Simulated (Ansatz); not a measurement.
Basis-set extrapolation for `C[N+]1(C)[Al@H-]([CH3])[N+](C)(C)[Al@@H-]1[CH3]` (PBE0-D4/def2-TZVP geometry, frozen core, Ansatz). Multiplicity 1, RHF reference.

|  | def2-TZVPP | def2-QZVPP |
| --- | --- | --- |
| HF | -831.844917 | -831.876148 |
| MP2 correlation | -1.681591 | -1.789263 |
| CCSD(T) correlation | -1.857190 | not run |

Energies in hartree. Use E(X) = E(∞) + A·exp(−7.88·√X) for Hartree–Fock and E(X) = E(∞) + B·X^(−2.97) for correlation, with X = 3 and 4, and add CCSD(T) minus MP2 of the smaller set to the MP2 limit.

Question: What is the CCSD(T) energy at the basis-set limit?

Answer: HF limit: -831.876148 + (-0.031231) × 0.13774 = -831.88045. MP2 limit: -1.789263 + (-0.107672) × 0.74074 = -1.86902. Higher-order term: -1.857190 − (-1.681591) = -0.17560. Total: -833.92507 hartree, 585.4 kJ/mol below CCSD(T)/def2-TZVPP.
